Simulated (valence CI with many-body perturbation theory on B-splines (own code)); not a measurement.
**E1 line list for Re LXXI**

Calculated by relativistic CI+MBPT: three valence electrons over a frozen Dirac-Fock core [He], a basis of 11 s, 11 p, 10 d, 8 f, 5 g, 2 h functions for each j, with the one-electron correlation potential Σ1 (screened to all orders), the two-electron term Σ2, the three-electron term Σ3, Breit, model QED; selected single and double excitations, second order for the rest, scaled by the run's own slope (own B-spline code, finite nucleus).

The last digits are not significant, and no measured levels were compared; by estimate large intervals hold to a few tenths of a per cent, small ones and those within an open d or f shell to about a per cent.

Lines 201 to 250 of 575 in falling wavelength, among levels below 1169.5 Ry, chosen from the strongest by gf and those to the six lowest levels. Wavelengths and rates use the calculated energies. Electric multipoles are in the length gauge, E1 and E2 with the static RPA response of the core. Weak lines are less certain than strong ones. Lines between different terms over intervals too small for the method are left out, as are lines whose strength nearly cancels. The highest levels of a list are the least certain.

Levels are named by their leading jj configuration (3d3/2^4 stands for four electrons in 3d with j = 3/2), which in mixed levels can hold well under half, so a name can repeat and another be missing. Letters in brackets count levels of one name in rising energy.

| λ vac (Å) | Upper | Lower | A (s⁻¹) | log gf | Branch % |
| --- | --- | --- | --- | --- | --- |
| 6.712 | (2p1/2 2p3/2 3p1/2) J=1/2 | (2s 2p1/2 3p1/2) J=1/2 [a] | 8.91e+12 | -0.92 | 1.0 |
| 6.712 | (2p1/2 2p3/2 3d5/2) J=3/2 [b] | (2s 2p1/2 3d5/2) J=5/2 [b] | 6.89e+12 | -0.73 | 0.4 |
| 6.710 | (2s 2p3/2 3p1/2) J=3/2 [b] | (2s^2 3p1/2) J=1/2 | 1.31e+13 | -0.45 | 4.1 |
| 6.702 | (2p1/2 2p3/2 3p3/2) J=5/2 [b] | (2s 2p1/2 3p3/2) J=3/2 [b] | 4.58e+12 | -0.73 | 0.8 |
| 6.700 | (2p3/2^2 3p3/2) J=3/2 [b] | (2s 2p3/2 3p3/2) J=5/2 [b] | 8.47e+12 | -0.64 | 1.6 |
| 6.699 | (2p1/2 2p3/2 3d3/2) J=3/2 [a] | (2s 2p1/2 3d3/2) J=3/2 [a] | 7.73e+12 | -0.68 | 1.3 |
| 6.698 | (2p1/2 2p3/2 3d5/2) J=7/2 [b] | (2s 2p1/2 3d5/2) J=7/2 | 4.82e+12 | -0.59 | 0.2 |
| 6.697 | (2p1/2 2p3/2 3p3/2) J=3/2 [a] | (2s^2 3d5/2) J=5/2 | 6.17e+12 | -0.78 | 0.6 |
| 6.697 | (2p1/2 2p3/2 3d3/2) J=5/2 [a] | (2s 2p1/2 3d3/2) J=3/2 [a] | 4.38e+12 | -0.75 | 2.0 |
| 6.695 | (2p3/2^2 3s) J=1/2 | (2s 2p3/2 3s) J=1/2 | 7.11e+12 | -1.02 | 3.2 |
| 6.695 | (2p3/2^2 3d3/2) J=3/2 [b] | (2s 2p3/2 3d3/2) J=3/2 [b] | 4.48e+12 | -0.92 | 0.3 |
| 6.695 | (2p1/2 2p3/2 3p3/2) J=5/2 [b] | (2s 2p1/2 3p3/2) J=5/2 | 4.43e+12 | -0.75 | 0.7 |
| 6.695 | (2s 2p3/2 3d5/2) J=5/2 [b] | (2s^2 3d5/2) J=5/2 | 1.05e+13 | -0.37 | 0.5 |
| 6.693 | (2p1/2 2p3/2 3d5/2) J=1/2 | (2s 2p1/2 3d5/2) J=3/2 | 9.65e+12 | -0.89 | 0.5 |
| 6.691 | (2s 2p3/2 3p3/2) J=3/2 [b] | (2s^2 3p3/2) J=3/2 | 1.30e+13 | -0.46 | 4.6 |
| 6.691 | (2p1/2 2p3/2 3p1/2) J=3/2 [a] | (2s 2p1/2 3p1/2) J=1/2 [a] | 5.64e+12 | -0.82 | 0.7 |
| 6.689 | (2p3/2^2 3d5/2) J=5/2 [b] | (2s 2p3/2 3d5/2) J=7/2 [b] | 7.64e+12 | -0.51 | 0.6 |
| 6.688 | (2s 2p3/2 3s) J=3/2 [b] | (2s^2 3s) J=1/2 | 1.28e+13 | -0.46 | 6.4 |
| 6.688 | (2s 2p3/2 3d3/2) J=1/2 [b] | (2s^2 3d3/2) J=3/2 | 1.37e+13 | -0.73 | 0.7 |
| 6.686 | (2p1/2 2p3/2 3d5/2) J=3/2 [a] | (2s 2p1/2 3d5/2) J=5/2 [a] | 4.13e+12 | -0.96 | 0.3 |
| 6.683 | (2p3/2^2 3d5/2) J=3/2 | (2s 2p3/2 3d5/2) J=1/2 | 3.46e+12 | -1.03 | 0.1 |
| 6.683 | (2p3/2^2 3p3/2) J=5/2 | (2s 2p3/2 3p3/2) J=3/2 [a] | 3.36e+12 | -0.87 | 0.7 |
| 6.681 | (2p1/2 2p3/2 3d5/2) J=5/2 [a] | (2s 2p1/2 3d5/2) J=5/2 [a] | 3.60e+12 | -0.84 | 0.2 |
| 6.677 | (2p1/2 2p3/2 3s) J=3/2 [a] | (2s 2p1/2 3s) J=1/2 [a] | 7.81e+12 | -0.68 | 4.5 |
| 6.676 | (2s 2p3/2 3d5/2) J=3/2 [b] | (2s^2 3d5/2) J=5/2 | 6.67e+12 | -0.75 | 0.6 |
| 6.675 | (2s 2p3/2 3p3/2) J=1/2 [b] | (2s^2 3p3/2) J=3/2 | 1.27e+13 | -0.77 | 51.1 |
| 6.675 | (2p1/2 2p3/2 3d3/2) J=1/2 [a] | (2s 2p1/2 3d3/2) J=3/2 [a] | 9.78e+12 | -0.88 | 3.1 |
| 6.658 | (2p3/2^2 3s) J=3/2 | (2s 2p3/2 3s) J=3/2 [a] | 8.05e+12 | -0.67 | 2.3 |
| 6.655 | (2p3/2^2 3d3/2) J=7/2 | (2s 2p3/2 3d3/2) J=7/2 | 8.26e+12 | -0.36 | 0.5 |
| 6.654 | (2p3/2^2 3d3/2) J=5/2 | (2s 2p3/2 3d3/2) J=7/2 | 2.13e+12 | -1.07 | 0.1 |
| 6.652 | (2p3/2^2 3d3/2) J=3/2 [a] | (2s 2p3/2 3d3/2) J=3/2 [a] | 4.61e+12 | -0.91 | 0.3 |
| 6.642 | (2p3/2^2 3p1/2) J=3/2 | (2s 2p3/2 3p1/2) J=3/2 [a] | 9.24e+12 | -0.61 | 1.2 |
| 6.642 | (2s 2p1/2 2p3/2) J=1/2 | (2s^2 2p1/2) J=1/2 | 1.45e+13 | -0.72 | 99.7 |
| 6.641 | (2p3/2^2 3p3/2) J=7/2 | (2s 2p3/2 3p3/2) J=7/2 | 8.69e+12 | -0.34 | 1.7 |
| 6.641 | (2p3/2^2 3p1/2) J=5/2 | (2s 2p3/2 3p1/2) J=5/2 | 9.55e+12 | -0.42 | 1.3 |
| 6.635 | (2s 2p1/2 2p3/2) J=3/2 [b] | (2s^2 2p1/2) J=1/2 | 1.33e+13 | -0.45 | 99.9 |
| 6.633 | (2p3/2^2 3d5/2) J=5/2 [a] | (2s 2p3/2 3d5/2) J=3/2 [a] | 2.68e+12 | -0.98 | 0.1 |
| 6.633 | (2p1/2 2p3/2^2) J=3/2 | (2s 2p1/2 2p3/2) J=5/2 | 1.14e+12 | -1.52 | 5.5 |
| 6.632 | (2p3/2^2 3d5/2) J=7/2 | (2s 2p3/2 3d5/2) J=9/2 | 2.53e+12 | -0.87 | 8.4 |
| 6.631 | (2p3/2^2 3d5/2) J=9/2 | (2s 2p3/2 3d5/2) J=9/2 | 8.10e+12 | -0.27 | 27.6 |
| 6.630 | (2p3/2^2 3d3/2) J=3/2 [a] | (2s 2p3/2 3d3/2) J=5/2 [a] | 3.75e+12 | -1.01 | 0.2 |
| 6.623 | (2p3/2^2 3d3/2) J=5/2 | (2s 2p3/2 3d3/2) J=5/2 [a] | 5.60e+12 | -0.66 | 0.3 |
| 6.616 | (2p1/2 2p3/2 3d5/2) J=5/2 [b] | (2s 2p1/2 3d5/2) J=5/2 [a] | 2.56e+12 | -1.00 | 0.1 |
| 6.614 | (2p1/2 2p3/2 3p3/2) J=3/2 [b] | (2s 2p1/2 3p3/2) J=3/2 [a] | 3.51e+12 | -1.04 | 0.7 |
| 6.614 | (2p1/2 2p3/2^2) J=1/2 | (2s 2p1/2 2p3/2) J=3/2 [b] | 1.48e+13 | -0.71 | 67.3 |
| 6.607 | (2p1/2 2p3/2^2) J=1/2 | (2s 2p1/2 2p3/2) J=1/2 | 6.97e+12 | -1.04 | 31.6 |
| 6.601 | (2p3/2^2 3s) J=5/2 | (2s 2p3/2 3s) J=5/2 | 9.39e+12 | -0.43 | 7.1 |
| 6.599 | (2p1/2^2 2p3/2) J=3/2 | (2s 2p1/2^2) J=1/2 | 9.95e+12 | -0.59 | 98.7 |
| 6.595 | (2p3/2^2 3d5/2) J=5/2 [a] | (2s 2p3/2 3d5/2) J=7/2 [a] | 4.72e+12 | -0.73 | 0.2 |
| 6.592 | (2s 2p3/2^2) J=1/2 | (2s^2 2p3/2) J=3/2 | 1.14e+13 | -0.83 | 99.2 |

How does gf follow from A for the line at 6.681 Å?

gf = 1.4992 × (2J+1)_upper × A / σ², with σ = 14968733 cm⁻¹ and 2J+1 = 6: gf = 0.145.
